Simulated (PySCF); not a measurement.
**How methods differ on the interval between two levels of Sc⁺**

Sc⁺ [Ar] 3d1 4s1 [3D3, M_J = 3] → Sc⁺ [Ar] 4s1 4p1 [3P2, M_J = 2], as a difference of total energies. Computed with PySCF 2.14 in x2c-TZVPall-2c with one added diffuse shell each of s, p, d type (7s8p5d1f, 63 functions), with the two-component X2C-1e Hamiltonian. Correlated levels: [Ne] frozen. "Screened" scales the spin-orbit matrix elements by Boettger's factors to mimic the two-electron term; Breit and QED terms are absent.

| method | interval between two levels (cm⁻¹) |
| --- | --- |
| GHF (spin-free) | 33705 |
| GMP2 (spin-free) | 32984 |
| GHF (screened spin-orbit) | 33752 |
| GMP2 (screened spin-orbit) | 33040 |

The labels give the starting determinants; with spin-orbit coupling the two ends relaxed to ⟨J²⟩ = 12.01, ⟨L²⟩ = 6.01, ⟨S²⟩ = 2.00 and ⟨J²⟩ = 6.52, ⟨L²⟩ = 2.51, ⟨S²⟩ = 2.00.

The determinant of the upper state mixes levels of different J (the jj label is only the starting occupation), so the difference between spin-free and spin-orbit rows is not the physical spin-orbit shift.
